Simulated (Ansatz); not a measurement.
Isolated molecules relaxed with PBE0-D4/def2-TZVP in Ansatz; ΔE leaves out vibrations. CCSD(T)/CBS is the MP2 limit (def2-TZVPP, def2-QZVPP) plus CCSD(T) − MP2 in def2-TZVPP, frozen cores. This one scheme is used for every species. Functionals use def2-TZVPP. Each species was taken in one conformer, which may not be the lowest.

`N[SiH2]CBS` + H₂ → `BS` + `C[SiH2]N`  (hydrogenolysis of a B–C bond)

`N[SiH2]CBS`:

Z-matrix (Å, degrees):
```
Si
C 1 1.885
N 1 1.720 2 109.0
H 1 1.493 2 107.7 3 126.0
H 1 1.487 2 110.5 3 -116.7
B 2 1.542 1 108.9 3 -60.3
H 2 1.094 1 105.8 3 62.8
H 2 1.095 1 105.6 3 179.2
H 3 1.009 1 119.6 2 59.6
H 3 1.007 1 119.2 2 -158.3
S 6 1.788 2 124.4 1 88.7
H 6 1.196 2 122.3 1 -86.6
H 11 1.346 6 98.8 2 3.3
```

H₂:

Cartesian coordinates in Å:
```
H 0.066 0.346 -0.123
H -0.066 -0.346 0.123
```

`BS`:

```xyz
5

B    -0.476    0.058   -0.326
S     0.566    0.447    1.044
H    -1.494    0.673   -0.395
H    -0.169   -0.770   -1.124
H     1.573   -0.408    0.800
```

`C[SiH2]N`:

```xyz
10

C     0.120    1.052   -0.914
Si    0.517   -0.210    0.410
N    -0.757   -1.278    0.854
H     0.993    1.678   -1.121
H    -0.697    1.708   -0.602
H    -0.174    0.566   -1.848
H     0.923    0.517    1.644
H     1.643   -1.056   -0.071
H    -1.531   -0.952    1.408
H    -1.038   -2.025    0.241
```

```csv
level,ΔE (kJ/mol),difference from CCSD(T)/CBS
PBE-D4,10.6,6.8
r2SCAN-D4,8.2,4.4
ωB97X-V,0.3,-3.5
r2SCAN,5.2,1.4
PBE0,-3.1,-6.9
MP2/def2-TZVPP,9.5,5.7
CCSD/def2-TZVPP,-4.5,-8.3
CCSD(T)/def2-TZVPP,1.9,-1.9
HF/def2-QZVPP,-31.4,-35.2
MP2/CBS(def2),11.5,7.7
CCSD(T)/CBS,3.8,0
```

Largest T1 diagnostic among the species: 0.015.

The D4 term adds +17.4 kJ/mol with B3LYP and +9.7 kJ/mol with PBE0; it sums over pairs of atoms, weighted by their polarisabilities, and B3LYP, whose exchange is more repulsive, gets the larger term. In def2-TZVPP, CCSD(T) changes the Hartree–Fock value by +32.9 kJ/mol (the triples alone add +6.4 kJ/mol) and MP2 by +40.5 kJ/mol.

B3LYP here is the variant with VWN-RPA as its local correlation; programs differ in this.
